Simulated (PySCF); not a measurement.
Si(Cl)2(Br)(NH2), SMILES [Si](Cl)(N)(Cl)Br, B3LYP/def2-SVP optimised geometry.

```
7

N      0.91    -0.56     0.00
Si    -0.79    -0.56     0.00
Cl    -1.43    -1.54    -1.69
Cl    -1.43     1.40     0.00
Br    -1.74    -1.56     1.76
H      1.43    -1.40    -0.22
H      1.43     0.06     0.62
```

Density from B3LYP/def2-TZVP run with PySCF at that geometry.

Minimum of the electron density along straight lines between bonded atoms, close to the bond critical point (lines longer than 1.1 times the sum of covalent radii, or with two minima, are not listed):

```tsv
bond	length / Å	ρ at the minimum / e bohr⁻³	∇²ρ there / e bohr⁻⁵	position (fraction from the first atom)
N1–Si2	1.703	0.142	0.57	0.60
Si2–Cl3	2.061	0.102	0.18	0.36
Si2–Cl4	2.061	0.102	0.18	0.36
Si2–Br5	2.241	0.091	0.02	0.35
N1–H6	1.016	0.330	-1.60	0.74
N1–H7	1.016	0.330	-1.60	0.74
```
